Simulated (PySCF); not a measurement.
C₂H₇Si, SMILES C[SiH2][CH2], multiplicity 2. Atoms are numbered in the order given.

```xyz
10

C      1.5415     0.6095     0.1654
Si     0.0861    -0.4672    -0.2446
C     -1.5278     0.3305     0.3189
H      2.5492     0.2127     0.3337
H      1.4711     1.7031     0.2090
H      0.0169    -0.7040    -1.7250
H      0.2649    -1.8054     0.3986
H     -1.5344     0.4785     1.4105
H     -2.3919    -0.2987     0.0519
H     -1.6632     1.3138    -0.1602
```
Charge 0, spin multiplicity 2.

The structure is a stationary point at B3LYP-D3(BJ)/def2-SVP. The isomer is the one that the SMILES or the coordinates give; other isomers of the formula were not compared.

All values below come from PBE/def2-TZVPD (PySCF).

Mulliken values depend strongly on the basis, most of all with diffuse functions as here. ESP charges are fitted to the potential on shells at 1.4 to 2.0 van der Waals radii. Atomic charges (e):

```tsv
atom	ESP fit	meta-Löwdin	Mulliken spin
C1	-0.59	-0.47	0.95
Si2	0.68	0.59	0.02
C3	-0.68	-0.59	0.01
H4	0.18	0.13	-0.01
H5	0.20	0.13	-0.02
H6	-0.15	-0.10	0.04
H7	-0.15	-0.10	0.01
H8	0.18	0.13	0.00
H9	0.16	0.13	0.00
H10	0.18	0.13	0.00
```
